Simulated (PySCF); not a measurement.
NICS in rings of unrelated molecules.

NICS is the negative of the GIAO shielding at a point without a nucleus: at the ring centre (0) and 1 Å above and below it (1); zz is the component along the ring normal. Level: GIAO PBE0/pcSseg-1 (PySCF, non-relativistic, gas phase) on the GFN2-xTB geometries, one conformer each. Atom numbers follow the mapped SMILES.

**Question.** Order these rings by mean NICS(1)zz, lowest (most negative) first (ppm).
A. ring C4–C5–C6–C7–C9 in `[O:1]=[CH:2][NH:3][C:4]1=[CH:5][CH2:6][C:7]([F:8])=[CH:9]1`
B. ring C3–C4–C5–C6–Si10 in `[CH3:1][O:2][C:3]1=[CH:4][CH:5]=[C:6]([N:7]([CH3:8])[CH3:9])[SiH2:10]1`
C. ring C2–C3–P4–C5–P6–C7 in `[CH3:1][c:2]1[cH:3][p:4][cH:5][p:6][c:7]1[Cl:8]`
D. ring Si3–C5–C6–C7–Si8–C10 in `[CH:1]#[C:2][Si@@:3]1([Cl:4])[CH2:5][CH2:6][CH2:7][Si@H:8]([OH:9])[CH2:10]1`
E. ring C4–C5–C6–O7–Si8 in `[CH:1]#[C:2][CH2:3][C@H:4]1[CH2:5][CH2:6][O:7][SiH2:8]1`
F. ring C3–C4–N5–N6–S7 in `[N:1]#[C:2][c:3]1[cH:4][n:5][n:6][s:7]1`
G. ring C4–C5–C6–N7–C9 in `[CH3:1][CH2:2][CH2:3][c:4]1[cH:5][cH:6][n:7]([CH3:8])[cH:9]1`

**Answer.** F (-33.3), G (-27.6), C (-23.2), A (-7.1), E (-3.3), D (2.8), B (7.8).

```
                      SMILES                                                       ring  NICS(0)  NICS(1)  NICS(1)zz  HOMA  rms pucker (Å)  ring atoms with four or more neighbours
                  N#Cc1cnns1  5-membered ring with 2 N and S; formal bonds all aromatic    -13.7    -13.9      -33.3     –            0.00                                        0
               CCCc1ccn(C)c1          5-membered ring with N; formal bonds all aromatic    -13.1    -10.4      -27.6  0.91            0.00                                        0
                 Cc1cpcpc1Cl        6-membered ring with 2 P; formal bonds all aromatic     -6.8     -9.8      -23.2  0.90            0.00                                        0
            O=CNC1=CCC(F)=C1     5-membered carbocycle; formal bonds 2 double, 3 single     -5.5     -4.5       -7.1     –            0.00                                        1
        C#CC[C@H]1CCO[SiH2]1     5-membered ring with O and Si; formal bonds all single     -5.8     -3.2       -3.3     –            0.16                                        4
C#C[Si@@]1(Cl)CCC[Si@H](O)C1         6-membered ring with 2 Si; formal bonds all single     -2.9     -2.5        2.8     –            0.26                                        6
     COC1=CC=C(N(C)C)[SiH2]1   5-membered ring with Si; formal bonds 2 double, 3 single      0.8      0.1        7.8     –            0.00                                        1
```

NICS(0) gives another order. The isotropic NICS(1) gives the same order. HOMA uses Krygowski's 1993 parameters; it is left out where a ring has a four-coordinate atom, a triple bond, no multiple bond or a kind of bond without parameters. NICS(1) and NICS(1)zz are means over the two faces.
